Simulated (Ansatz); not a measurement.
Level of theory: frozen-core CCSD(T)/cc-pVTZ // TPSSh-D3(BJ)/def2-TZVP (Ansatz, a program for electronic structure).

Ansatz 0.2 input:
```yaml
crystal:
  periodic: [false, false, false]
  atoms:
    - { symbol: O, position_ang: [-1.006628, -0.438242, -0.055072] }
    - { symbol: Ga, position_ang: [0.376784, 0.717778, 0.049071] }
    - { symbol: Br, position_ang: [2.491257, -0.239851, -0.015347] }
    - { symbol: H, position_ang: [-1.87232, -0.009701, -0.022575] }
basis:
  gaussian: { orbitals: cc-pVTZ }
correlation:
  method: ccsd_t
magnetization:
  spin_polarized: true
  initial_magnetization: 1
```

Output:

```
Functional definition: HF
834 factors; integrals over basis functions are off by at most 8.0e-4 eV
mean field evaluation 1: about -124387.7555 eV, gradient 2.8e1 eV
mean field evaluation 2: about -124387.7601 eV, gradient 2.8e1 eV
mean field evaluation 4: about -124391.2158 eV, gradient 2.4e0 eV
mean field evaluation 8: about -124391.3397 eV, gradient 2.3e-1 eV
mean field evaluation 16: about -124389.3500 eV, gradient 2.3e1 eV
mean field evaluation 32: about -124387.5000 eV, gradient 5.5e-1 eV
mean field evaluation 64: about -124385.4245 eV, gradient 1.8e-2 eV
mean field -124391.34153787 eV, -4571.2974860372 hartree, gradient 2.4e-6 eV, S^2 0.759363; 0 other end points of the search recorded, 0 dependent functions left out
19 core orbitals not correlated
reference -124391.34153787 eV, -4571.2974860372 hartree; 19, 18 occupied and 92, 93 virtual orbitals, 834 factors
second order -16.24797409 eV of doubles, -0.00000000 eV of singles
cycle   1  -15.99392743 eV  change    2.5e-1 eV  update   1.0e-1
cycle   2  -16.44116065 eV  change   -4.5e-1 eV  update   3.3e-2
cycle   3  -16.54910067 eV  change   -1.1e-1 eV  update   2.1e-2
cycle   4  -16.54002398 eV  change    9.1e-3 eV  update   7.3e-3
cycle   5  -16.53639807 eV  change    3.6e-3 eV  update   3.7e-3
cycle   6  -16.53833414 eV  change   -1.9e-3 eV  update   1.3e-3
cycle   7  -16.53803031 eV  change    3.0e-4 eV  update   5.8e-4
cycle   8  -16.53818483 eV  change   -1.5e-4 eV  update   2.4e-4
cycle   9  -16.53825322 eV  change   -6.8e-5 eV  update   1.1e-4
cycle  10  -16.53818676 eV  change    6.6e-5 eV  update   4.6e-5
cycle  11  -16.53821370 eV  change   -2.7e-5 eV  update   2.2e-5
perturbative correction -0.72464612 eV, -0.0266302539 hartree
Total energy: -124408.60439770 eV, -4571.9318844347 hartree
```

Cost: very roughly 4 core-minutes.
